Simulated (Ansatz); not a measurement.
lithium hydride (HLi), singlet, at a GFN2-xTB geometry (such geometries of metal compounds can be far from the true shape). Base run: B3LYP/pcseg-1 run with Ansatz (a quantum-chemistry and plane-wave program).

Here is a job for Ansatz.
Ansatz 0.2 input:
```yaml
crystal:
  periodic: [false, false, false]
  atoms:
    - {symbol: Li, position_ang: [-0.00000000, -0.00000000, -0.34356182]}
    - {symbol: H, position_ang: [0.00000000, 0.00000000, 1.03068545]}
basis:
  gaussian:
    orbitals: pcseg-1.json
hamiltonian:
  xc: b3lyp
```
The basis file holds pcseg-1 in the JSON format of the Basis Set Exchange.

The bond that is stretched is that between atoms 2 and 1. A test that says stable can miss a lower solution.

Variants of this job, named by their change:

```csv
change,ΔE vs base (eV),<S^2>,stability test says
base,0.00,0.000,minimum (restricted orbitals)
spin_polarized = on; lower_state_search = off,0.00,0.000,undecided (no full test)
spin_polarized = on; lower_state_search = standard,0.00,0.000,minimum
bond × 1.25,-0.17,0.000,minimum (restricted orbitals)
spin_polarized = on; lower_state_search = off; bond × 1.25,-0.17,0.000,undecided (no full test)
spin_polarized = on; lower_state_search = standard; bond × 1.25,-0.17,0.000,minimum
bond × 1.5,0.22,0.000,minimum (restricted orbitals)
spin_polarized = on; lower_state_search = off; bond × 1.5,0.22,0.000,undecided (no full test)
spin_polarized = on; lower_state_search = standard; bond × 1.5,0.22,0.000,minimum
bond × 1.8,0.84,0.000,minimum (restricted orbitals)
spin_polarized = on; lower_state_search = off; bond × 1.8,0.84,0.000,undecided (no full test)
spin_polarized = on; lower_state_search = standard; bond × 1.8,0.84,0.000,minimum
bond × 2.2,1.59,0.000,minimum (restricted orbitals)
spin_polarized = on; lower_state_search = off; bond × 2.2,1.59,0.000,undecided (no full test)
spin_polarized = on; lower_state_search = standard; bond × 2.2,1.54,0.327,minimum
bond × 3.0,2.58,0.000,minimum (restricted orbitals)
spin_polarized = on; lower_state_search = off; bond × 3.0,2.58,0.000,undecided (no full test)
spin_polarized = on; lower_state_search = standard; bond × 3.0,2.11,0.770,minimum
```

Where a bond breaks into two radicals, a solution with restricted orbitals usually stops being the lowest and lies too high; an unrestricted one lies lower at the price of spin contamination, which <S^2> shows.
